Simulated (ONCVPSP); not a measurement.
## Sc ONCV: all-electron and pseudo phase curves

```json
{"Element": "scandium", "Generator": "ONCVPSP 4.0.1", "Type": "optimised norm-conserving Vanderbilt (ONCV)", "Functional": "Wu-Cohen", "Relativity": "fully relativistic", "Frozen core": "[Ar]", "Valence charge": "3", "Reference configuration": "3d1 4s0.5 (charge +1.5)", "Partial waves": "4s: rc 3.05 bohr, ncon 5, nbas 9, qcut 2.7 1/bohr, 2 projectors, debl 3.5 Ha; p scattering state at 0.37 Ha: rc 2.85 bohr, ncon 4, nbas 8, qcut 3 1/bohr, 1 projector; 3d: rc 2.20 bohr, ncon 3, nbas 8, qcut 7 1/bohr, 2 projectors, debl 1.7 Ha", "Local potential": "polynomial inside 2.10 bohr (lpopt 2, dvloc0 0 Ha)", "Core correction": "none"}
```

Open shells are filled in proportion to 2j + 1.

In the p channel the program set the typed energies aside and used 0.050 Ha (j = l + 1/2; the other j can differ).

The phase is arctan(r·R′/R) of the radial function R(r), unwrapped; energies in Ha, scanned from -2 to 5 Ha. A pole is an energy at which the radial function vanishes at the test radius. The pseudo phase is shifted by a multiple of π to meet the all-electron one at the reference energy, and phase errors are pseudo minus all-electron; the curves can meet again beyond the range given. Levels narrower than the energy grid can be missing from the lists of poles.

For each channel, where are the poles, and over which energies does the pseudopotential scatter like the atom?

```csv
channel,radius (bohr),reference energy (Ha),"poles, all-electron","poles, pseudo",unbroken range about the reference energy with phases within 0.05 rad,phase error 1 Ha above the reference energy (rad)
s,3.09,-0.46,"0.25, 3.28","0.21, 3.33",below 0.8,-0.024
p3/2,2.89,0.05,"-1.61, 0.87, 4.38","0.68, 2.05",-0.3 to 0.7,-0.362
p1/2,2.89,0.05,"-1.63, 0.86, 4.36","0.45, 2.03",-1.3 to 0.2,-2.649
d5/2,2.24,-0.51,"-0.20, 3.09","-0.20, 3.21",below 4.1,+0.003
d3/2,2.24,-0.51,"-0.21, 3.08","-0.21, 3.21",below 4.1,+0.003
```

Note: no bound ghost flagged; GHOST(+) flagged for s at 81.9 eV.

Phases in the d3/2 channel:

```
E (Ha)  all-electron  pseudo
 -1.98         1.227   1.228
 -1.80         1.194   1.196
 -1.62         1.151   1.153
 -1.44         1.091   1.092
 -1.26         0.997   1.000
 -1.08         0.834   0.836
 -0.90         0.484   0.487
 -0.72        -0.297  -0.295
 -0.54        -1.061  -1.061
 -0.36        -1.410  -1.410
 -0.18        -1.593  -1.592
  0.00        -1.723  -1.721
  0.18        -1.843  -1.841
  0.36        -1.985  -1.982
  0.54        -2.191  -2.188
  0.72        -2.543  -2.540
  0.90        -3.124  -3.122
  1.08        -3.714  -3.714
  1.26        -4.072  -4.072
  1.44        -4.270  -4.269
  1.62        -4.390  -4.388
  1.80        -4.470  -4.467
  1.98        -4.527  -4.524
  2.16        -4.572  -4.568
  2.34        -4.607  -4.602
  2.52        -4.637  -4.631
  2.70        -4.664  -4.656
  2.88        -4.687  -4.678
  3.06        -4.709  -4.697
  3.24        -4.731  -4.716
  3.42        -4.752  -4.734
  3.60        -4.774  -4.751
  3.78        -4.798  -4.768
  3.96        -4.824  -4.785
  4.14        -4.856  -4.804
  4.32        -4.894  -4.824
  4.50        -4.944  -4.846
  4.68        -5.016  -4.871
  4.86        -5.128  -4.900
```
